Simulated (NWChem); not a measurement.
System: MgNH₃Se; SMILES [NH2][Mg][SeH]

```xyz
6

Mg     0.0165     1.1967    -0.0023
N      0.0134     3.0827     0.0019
H     -0.0012     3.6855     0.8196
H      0.0228     3.6895    -0.8129
Se     0.0332    -1.2371     0.0006
H     -1.4409    -1.2506    -0.0130
```
Atoms are numbered in this order, from 1.

Program: NWChem. Structure relaxed at the PBE0/def2-SVP level. Total energies compare along this basis series because the functional is fixed.

| level | basis functions | energy (Ha) | highest occupied level (eV) | orbital gap (eV) | dipole (D) |
|---|---|---|---|---|---|
| B3LYP/pcseg-1 | 66 | -2658.0107 | -5.85 | 4.56 | 1.83 |
| B3LYP/aug-pcseg-1 | 100 | -2658.0292 | -6.33 | 4.76 | 1.58 |
| B3LYP/pcseg-2 | 134 | -2658.3962 | -6.29 | 4.82 | 1.77 |
| B3LYP/STO-3G | 35 | -2628.3071 | -1.69 | 6.35 | 2.77 |
| B3LYP/def2-SVP | 79 | -2657.9025 | -6.08 | 4.80 | 1.82 |
